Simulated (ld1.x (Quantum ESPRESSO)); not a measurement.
# lead: one change to a TM potential, before and after

- Element: Pb
- Generator: ld1.x (Quantum ESPRESSO) 7.5
- Type: norm-conserving Troullier–Martins (Kleinman–Bylander form)
- Functional: PBEsol
- Relativity: scalar-relativistic
- Frozen core: [Xe] 4f14 5d10
- Valence charge: 4
- Reference configuration: 6s2 6p2
- Partial waves: 6s (bound): rc 1.80 bohr; 6p (bound): rc 2.70 bohr; 6d channel at 0.35 Ry: rc 2.90 bohr
- Local potential: the d channel
- Core correction: a·sin(br)/r model core, default radius (core density twice the valence density)

All-electron outer shells of the reference configuration (PBEsol, scalar-relativistic, ld1.x):

```csv
shell,level (eV),outermost node (bohr),outermost maximum (bohr)
5p,-85.81,0.49,0.88
5d,-21.16,0.52,1.07
6s,-12.10,1.01,1.95
6p,-3.52,1.18,2.63
```

Change: wave 6d channel at 0.35 Ry: rc 2.90 bohr becomes 6d channel at 0.35 Ry: rc 2.74 bohr.

Cutoffs: the cutoffs (Ry, on a coarse ladder) from which the occupation-weighted sum of valence levels, in a spherical-Bessel basis at the reference potential, stays within 10 and 1 mRy of its value at 400 Ry; they do not see the model core or the augmentation charge, which bear on the density cutoff. Errors are all-electron minus pseudo energies relative to the spin-unpolarised reference configuration.

What does the change do?

The potential gets neither clearly harder nor softer (21 Ry and 50 Ry → 21 Ry and 50 Ry); both files keep a bound ghost (p, s); of the 7 tests that both files solve, the error grows in 0 and shrinks in 3 by more than 15 % and 0.3 meV (median size 164.0 → 133.7 meV). Less of the atom is replaced, so other configurations are described better.

| quantity | base | changed |
| --- | --- | --- |
| cutoff, loose | 21 Ry | 21 Ry |
| cutoff, tight | 50 Ry | 50 Ry |
| loose cutoff by channel (10 mRy a level) | s 12 Ry, p 8 Ry | s 12 Ry, p 10 Ry |
| bound ghosts | s, p | s, p |
| error for 6s2 6p1, meV [ΔE 6.60 eV] | -34 | -28 |
| error for 6s2 6p0, meV [ΔE 20.04 eV] | -170 | -154 |
| error for 6s1 6p0, meV [ΔE 52.52 eV] | -753 | -716 |
| error for 6s2 6p1.5, meV [ΔE 2.50 eV] | -7.4 | -5.7 |
| error for 6s0 6p4, meV [ΔE 17.91 eV] | -235 | -201 |
| error for 6s1 6p2, meV [ΔE 16.18 eV] | -164 | -134 |
| error for 6s1 6p3, meV [ΔE 8.77 eV] | -59 | -51 |

 A true bound ghost makes a file unfit for plane-wave use even where its test errors are small: the radial tests pick states by their node count and pass the ghost by.
